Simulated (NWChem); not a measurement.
System: C4H7F; SMILES C=C[C@H](C)F

NWChem input:

```
start job
memory heap 200 mb stack 900 mb global 1100 mb
geometry units angstroms noautoz
  C      0.046265     1.934914     0.264844
  C     -0.577711     0.894643    -0.284263
  C      0.013340    -0.476719    -0.402817
  C     -0.795914    -1.533347     0.323153
  F      1.299029    -0.484253     0.095270
  H      1.058886     1.831002     0.662582
  H     -0.432735     2.914798     0.329724
  H     -1.591324     1.002049    -0.688710
  H      0.081940    -0.741530    -1.476306
  H     -0.325340    -2.520333     0.206894
  H     -1.818909    -1.585640    -0.078018
  H     -0.853768    -1.291989     1.394827
end
basis spherical
  * library def2-tzvp
end
dft
  xc pbe0
  iterations 150
  semidirect filesize 400000000
  mulliken
end
task dft energy
```

Excerpt of the output:

```
             Northwest Computational Chemistry Package (NWChem) 7.3.0
             --------------------------------------------------------

 C1  symmetry detected

                             Geometry "geometry" -> ""
                             -------------------------

 Output coordinates in angstroms (scale by  1.889725989 to convert to a.u.)

  No.       Tag          Charge          X              Y              Z
 ---- ---------------- ---------- -------------- -------------- --------------
    1 C                    6.0000     0.01862135     1.92881060     0.26768827
    2 C                    6.0000    -0.60592938     0.88104538    -0.26630867
    3 C                    6.0000     0.00782698    -0.47638847    -0.42349181
    4 C                    6.0000    -0.74887957    -1.55677191     0.32387293
    5 F                    9.0000     1.31284738    -0.46175841     0.02131301
    6 H                    1.0000     1.04870874     1.84232865     0.62242107
    7 H                    1.0000    -0.47736004     2.89774492     0.36251339
    8 H                    1.0000    -1.63735632     0.97106468    -0.62766684
    9 H                    1.0000     0.03752953    -0.72926947    -1.50162836
   10 H                    1.0000    -0.26328811    -2.53248460     0.17798568
   11 H                    1.0000    -1.78625676    -1.62663767    -0.03551382
   12 H                    1.0000    -0.76743973    -1.32709438     1.39950748

 Effective nuclear repulsion energy (a.u.)     176.3925092758

                                 NWChem DFT Module
                                 -----------------

 Summary of "ao basis" -> "ao basis" (spherical)
 ------------------------------------------------------------------------------
       Tag                 Description            Shells   Functions and Types
 ---------------- ------------------------------  ------  ---------------------
 C                         def2-tzvp                11       31   5s3p2d1f
 F                         def2-tzvp                11       31   5s3p2d1f
 H                         def2-tzvp                 4        6   3s1p

            General Information
            -------------------
          SCF calculation type: DFT
          Wavefunction type:  closed shell.
          No. of atoms     :    12
          No. of electrons :    40
           Alpha electrons :    20
            Beta electrons :    20
          Charge           :     0
          Spin multiplicity:     1
          Use of symmetry is: off; symmetry adaption is: off
          Maximum number of iterations: 150
          AO basis - number of functions:   197
                     number of shells:    83
          Convergence on energy requested:  1.00D-06
          Convergence on density requested:  1.00D-05
          Convergence on gradient requested:  5.00D-04

              XC Information
              --------------
                         PBE0 Method XC Functional
                     Hartree-Fock (Exact) Exchange  0.250
          PerdewBurkeErnzerhof Exchange Functional  0.750
            Perdew 1991 LDA Correlation Functional  1.000 local
           PerdewBurkeErnz. Correlation Functional  1.000 non-local

             Grid Information
             ----------------
          Grid used for XC integration:  medium
          Radial quadrature: Mura-Knowles
          Angular quadrature: Lebedev.
          Tag              B.-S. Rad. Rad. Pts. Rad. Cut. Ang. Pts.
          ---              ---------- --------- --------- ---------
          C                   0.70       49          12.0       434
          F                   0.50       49          11.0       434
          H                   0.35       45          13.0       434
          Grid pruning is: on
          Number of quadrature shells:   560
          Spatial weights used:  Erf1

      Superposition of Atomic Density Guess
      -------------------------------------

 Sum of atomic energies:        -253.60205558

      Non-variational initial energy
      ------------------------------

 Total energy =    -256.429771
 1-e energy   =    -694.136601
 2-e energy   =     261.314321
 HOMO         =      -0.317106
 LUMO         =       0.002127

------------------------------------------------------------
EAF file 0: "./job.aoints.0" size=894435328 bytes
------------------------------------------------------------
               write      read    awrite     aread      wait
               -----      ----    ------     -----      ----
     calls:     1706         0         0         0         0
   data(b): 8.94e+08  0.00e+00  0.00e+00  0.00e+00
   time(s): 0.00e+00  0.00e+00  0.00e+00  0.00e+00  0.00e+00
rate(mb/s): 0.00e+00  0.00e+00
------------------------------------------------------------

     ---------------------------------------------
      Total Density - Mulliken Population Analysis
     ---------------------------------------------

    Atom       Charge   Shell Charges
 -----------   ------   -------------------------------------------------------
    1 C    6     6.40   0.86  1.12  0.57  0.65  0.12  1.24  1.31  0.46  0.01  0.03  0.01
    2 C    6     6.15   0.86  1.12  0.57  0.61  0.08  1.20  1.28  0.35  0.02  0.05  0.01
    3 C    6     5.64   0.86  1.12  0.52  0.63  0.07  1.01  1.09  0.16  0.03  0.14  0.01
    4 C    6     6.52   0.86  1.12  0.56  0.66  0.13  1.27  1.42  0.45  0.01  0.03  0.00
    5 F    9     9.39   0.77  1.20  0.61  1.00  0.32  2.33  2.31  0.83  0.00  0.01  0.00
    6 H    1     0.84   0.24  0.45  0.13  0.02
    7 H    1     0.84   0.24  0.45  0.13  0.02
    8 H    1     0.84   0.24  0.45  0.13  0.02
    9 H    1     0.89   0.25  0.47  0.16  0.02
   10 H    1     0.83   0.24  0.44  0.13  0.02
   11 H    1     0.82   0.24  0.44  0.13  0.02
   12 H    1     0.84   0.24  0.44  0.13  0.02

   convergence    iter        energy       DeltaE   RMS-Dens  Diis-err
 ---------------- ----- ----------------- --------- --------- ---------
 d= 0,ls=0.0,diis     1   -256.1962406336 -4.33D+02  4.50D-03  7.54D-01
 d= 0,ls=0.0,diis     2   -256.1967816210 -5.41D-04  2.52D-03  8.18D-01
 d= 0,ls=0.0,diis     3   -256.2601316625 -6.34D-02  6.61D-04  7.62D-02
 d= 0,ls=0.0,diis     4   -256.2656389428 -5.51D-03  2.18D-04  7.45D-03
 d= 0,ls=0.0,diis     5   -256.2664301396 -7.91D-04  6.49D-05  5.88D-04
  Resetting Diis
 d= 0,ls=0.0,diis     6   -256.2664974884 -6.73D-05  2.15D-05  4.13D-05
 d= 0,ls=0.0,diis     7   -256.2665019270 -4.44D-06  8.60D-06  1.42D-06
 d= 0,ls=0.0,diis     8   -256.2665018769  5.01D-08  4.48D-06  2.03D-06

         Total DFT energy =     -256.266501876913
      One electron energy =     -698.727702471584
           Coulomb energy =      300.544118939071
    Exchange-Corr. energy =      -34.475427620216
 Nuclear repulsion energy =      176.392509275816

 Numeric. integr. density =       39.999982374860

                       DFT Final Molecular Orbital Analysis
                       ------------------------------------

 Vector   18  Occ=2.000000D+00  E=-3.608532D-01
              MO Center=  3.2D-01, -5.4D-01, -9.1D-02, r^2= 2.4D+00
   Bfn.  Coefficient  Atom+Function         Bfn.  Coefficient  Atom+Function
  ----- ------------  ---------------      ----- ------------  ---------------
   132      0.283930   5 F  pz              135      0.232590   5 F  pz
   131     -0.187706   5 F  py              138      0.165330   5 F  pz
    70     -0.157287   3 C  pz              134     -0.153329   5 F  py
    99     -0.136372   4 C  px              175      0.131318   9 H  s
   101      0.121255   4 C  pz              102     -0.120171   4 C  px

 Vector   19  Occ=2.000000D+00  E=-3.441029D-01
              MO Center=  3.6D-03, -1.3D-02, -1.3D-01, r^2= 3.3D+00
   Bfn.  Coefficient  Atom+Function         Bfn.  Coefficient  Atom+Function
  ----- ------------  ---------------      ----- ------------  ---------------
   131      0.210720   5 F  py               69     -0.199825   3 C  py
    38      0.188141   2 C  py              134      0.171999   5 F  py
    41      0.155036   2 C  py               72     -0.146922   3 C  py
   175      0.133486   9 H  s               137      0.130791   5 F  py
   132      0.115690   5 F  pz               37     -0.115097   2 C  px

 Vector   20  Occ=2.000000D+00  E=-2.797652D-01
              MO Center= -2.5D-01,  1.2D+00, -2.9D-02, r^2= 2.2D+00
   Bfn.  Coefficient  Atom+Function         Bfn.  Coefficient  Atom+Function
  ----- ------------  ---------------      ----- ------------  ---------------
     8      0.256989   1 C  pz               39      0.239397   2 C  pz
    11      0.233318   1 C  pz               42      0.214833   2 C  pz
    14      0.148889   1 C  pz               45      0.137264   2 C  pz
   175      0.103034   9 H  s                 6     -0.095558   1 C  px
    37     -0.090761   2 C  px               70     -0.090658   3 C  pz

 Vector   21  Occ=0.000000D+00  E= 4.337106D-03
              MO Center= -2.8D-01,  1.1D+00, -2.4D-02, r^2= 3.6D+00
   Bfn.  Coefficient  Atom+Function         Bfn.  Coefficient  Atom+Function
  ----- ------------  ---------------      ----- ------------  ---------------
    98      0.717788   4 C  s                45     -0.579858   2 C  pz
    14      0.569929   1 C  pz              182     -0.430194  10 H  s
   176     -0.352690   9 H  s                67      0.323296   3 C  s
    36     -0.263913   2 C  s                39     -0.262748   2 C  pz
     8      0.254703   1 C  pz               44      0.253116   2 C  py

[...]
```

Level: PBE0/def2-TZVP. All runs use the structure optimised with PBE0/def2-SVP.
